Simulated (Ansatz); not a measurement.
Geometry optimisation, RKS LDA/def2-SVP (Ansatz).

Input:

```yaml
crystal:
  periodic: [false, false, false]
  atoms:
    - { symbol: C, position_ang: [-1.8348, -0.3694, 1.7433] }
    - { symbol: B, position_ang: [-0.4028, -0.8082, 1.4446] }
    - { symbol: Al, position_ang: [0.58477, -2.08833, 2.72442] }
    - { symbol: C, position_ang: [2.52588, -2.69602, 2.26295] }
    - { symbol: Ge, position_ang: [-0.49266, -2.9564, 4.70875] }
    - { symbol: H, position_ang: [-2.2516, -0.7736, 2.6678] }
    - { symbol: H, position_ang: [-2.5131, -0.6234, 0.8932] }
    - { symbol: H, position_ang: [-1.8633, 0.7971, 1.8302] }
    - { symbol: H, position_ang: [0.11372, -0.40885, 0.43759] }
    - { symbol: H, position_ang: [3.11375, -1.74609, 2.23051] }
    - { symbol: H, position_ang: [2.48448, -3.15038, 1.28559] }
    - { symbol: H, position_ang: [2.84355, -3.35326, 3.05074] }
    - { symbol: H, position_ang: [0.41692, -3.89732, 5.49287] }
    - { symbol: H, position_ang: [-0.93876, -1.76537, 5.59959] }
    - { symbol: H, position_ang: [-1.76869, -3.72931, 4.27069] }
basis:
  gaussian: { orbitals: def2-SVP }
hamiltonian:
  xc: lda
relax:
  f_tol: 0.015
  max_steps: 40
```

Run as:

```bash
$ ansatz run input.yaml --threads 2 --pin off --max-ram 3072MiB --backend cpu --events-out ev --progress --plain --runs-dir out
```

Problem. Where does it end, and by what steps?

Solution. The forces met the threshold. The force dipped under the threshold on the way, but the program's further checks kept it going. After 38 steps the energy has fallen by 0.523 eV; H6 moved furthest, 2.13 Å.

```tsv
step	energy less start (eV)	largest force component (eV/Å)	accepted
0	0.0000	2.060	yes
2	-0.3620	0.179	yes
4	-0.3662	0.023	yes
6	-0.3716	0.144	yes
8	-0.3774	0.043	yes
10	-0.3824	0.372	yes
12	-0.3975	0.122	yes
14	-0.4154	0.304	yes
16	-0.4429	0.270	yes
18	-0.4695	0.215	yes
20	-0.4889	0.264	yes
22	-0.5022	0.354	yes
24	-0.5028	0.250	no
26	-0.5191	0.059	yes
28	-0.5212	0.034	yes
30	-0.5217	0.028	yes
32	-0.5221	0.023	yes
34	-0.5222	0.006	yes
36	-0.5225	0.041	yes
38	-0.5228	0.012	yes
```

```xyz
15
Properties=species:S:1:pos:R:3
C -1.879 -0.664 1.070
B -0.521 -0.525 1.795
Al 0.592 -2.010 2.787
C 2.184 -2.920 2.109
Ge -0.094 -2.587 5.087
H -2.199 -1.671 0.733
H -2.085 0.098 0.288
H -2.569 -0.387 1.917
H -0.101 0.629 1.915
H 3.080 -2.478 2.604
H 2.328 -2.827 1.012
H 2.183 -3.999 2.380
H 0.956 -3.374 5.916
H -0.496 -1.367 5.956
H -1.362 -3.487 5.074
```

Whether the end is a true minimum wasn't checked by a vibrational analysis.

The run took 57 s on 2 threads of Intel(R) Xeon(R) Platinum 8488C (Sapphire Rapids) (shared host), peak memory 0.22 GiB.
